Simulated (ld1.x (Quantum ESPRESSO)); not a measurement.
## Logarithmic derivatives: platinum, PAW

ld1.x (Quantum ESPRESSO) 7.5 input, shortened:

```
&input
   title='Pt', zed=78., rel=0, dft='WC', iswitch=3,
   config='[Xe] 4f14 5d9 6s0.5 6p0.5'
 /
 &inputp
   pseudotype=3, lpaw=.true., tm=.true., lloc=-1, rcloc=0.70,
   nlcc=.true., new_core_ps=.true., rcore=0.65,
   which_augfun='BESSEL', rmatch_augfun=0.45
 /
8
5S  1  0   2.00   0.00  1.60  1.70  0.0
6S  2  0   0.50   0.00  1.60  1.70  0.0
5P  2  1   6.00   0.00  1.50  2.05  0.0
6P  3  1   0.50   0.00  1.50  2.05  0.0
5D  3  2   9.00   0.00  1.70  2.30  0.0
5D  3  2   0.00   0.60  1.70  2.30  0.0
4F  4  3  14.00   0.00  0.65  0.85  0.0
4F  4  3   0.00  -5.75  0.65  0.85  0.0
 &test
   configts(1)='4f14 5s2 5p6 5d9 6s0.5 6p0.5'
 /
```

The phase is arctan(r·u′/u) with u = r·R(r), unwrapped; energies in Ry, scanned from -8 to 5 Ry. A pole is an energy at which the radial function vanishes at the test radius. The pseudo phase is shifted by a multiple of π to meet the all-electron one at the reference energy, and phase errors are pseudo minus all-electron; the curves can meet again beyond the range given. Levels narrower than the energy grid can be missing from the lists of poles. Where the grid stepped over a known ghost or core level, its pole and its step of π were put in at the level’s energy.

| channel | radius (bohr) | reference energy (Ry) | poles, all-electron | poles, pseudo | unbroken range about the reference energy with phases within 0.05 rad | phase error 1 Ry above the reference energy (rad) |
| --- | --- | --- | --- | --- | --- | --- |
| s | 2.49 | -0.35 | -5.92, 2.99 | -7.46, -5.92, 3.02 | above -7.5 | +0.001 |
| p | 2.49 | -0.09 | -3.74, 4.33 | -3.73 | below 0.5 | +0.151 |
| d | 2.49 | -0.60 | -0.13 | -3.02, -0.16, 0.79 | -0.8 to 0.7 | -0.004 |
| f | 2.49 | -6.11 | 3.91 | 3.88 | the whole range | -0.000 |

Note: ghost state, extra bound levels that the all-electron valence spectrum of the same l lacks: s at -101.5 eV (p, d not tested). A true bound ghost makes a file unfit for plane-wave use. Its overlap operator is not positive definite in a basis up to 400 Ry (lowest eigenvalue p -0.83, d -1.38), so the file is unfit for use: the generalised eigenproblem breaks down once the basis is large enough, and its test numbers describe a broken file.

Phases in the s channel:

```
E (Ry)  all-electron  pseudo
 -8.00         1.414   4.555
 -7.52         1.407   4.545
 -7.04         1.397   1.398
 -6.56         1.382   1.382
 -6.08         1.279   1.279
 -5.60        -1.728  -1.728
 -5.12        -1.755  -1.755
 -4.64        -1.772  -1.772
 -4.16        -1.789  -1.789
 -3.68        -1.809  -1.809
 -3.20        -1.834  -1.834
 -2.72        -1.866  -1.866
 -2.24        -1.910  -1.910
 -1.76        -1.977  -1.977
 -1.28        -2.089  -2.089
 -0.80        -2.311  -2.311
 -0.32        -2.840  -2.840
  0.16        -3.724  -3.723
  0.64        -4.233  -4.232
  1.12        -4.449  -4.448
  1.60        -4.560  -4.559
  2.08        -4.630  -4.628
  2.56        -4.678  -4.676
  3.04        -4.716  -4.714
  3.52        -4.748  -4.745
  4.00        -4.778  -4.774
  4.48        -4.808  -4.802
  4.96        -4.840  -4.832
```
